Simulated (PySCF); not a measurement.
The PySCF input:
```python
from pyscf import gto, scf, dft

mol = gto.M(
    atom='''
C    -0.61381076    0.09837073    0.07127920
F     0.72439532   -0.11609326   -0.08412091
H    -0.86205911   -0.06032531    1.12128664
H    -0.82870216    1.12501025   -0.22731794
H    -1.14593208   -0.61006993   -0.56455569
''',
    basis='def2-tzvp',
    verbose=4,
)

mf = dft.RKS(mol)
mf.xc = 'b97m_v'
mf = mf.density_fit(auxbasis='def2-universal-jkfit')
mf.kernel()
```

Q: Predict the HOMO-LUMO gap from DF-B97M-V/def2-TZVP in PySCF.

A: 9.55 eV

Q: Predict the number of basis functions from DF-B97M-V/def2-TZVP.

A: 80

Q: What is the computed total energy (DF-B97M-V/def2-TZVP)?

A: -139.7610 Eh

Q: Give the HOMO energy at the level DF-B97M-V/def2-TZVP.

A: -8.49 eV

Q: Estimate the nuclear repulsion energy that DF-B97M-V/def2-TZVP returns for this input.

A: 37.7337 Eh

Q: Estimate the dipole moment that DF-B97M-V/def2-TZVP returns for this input.

A: 1.66 D
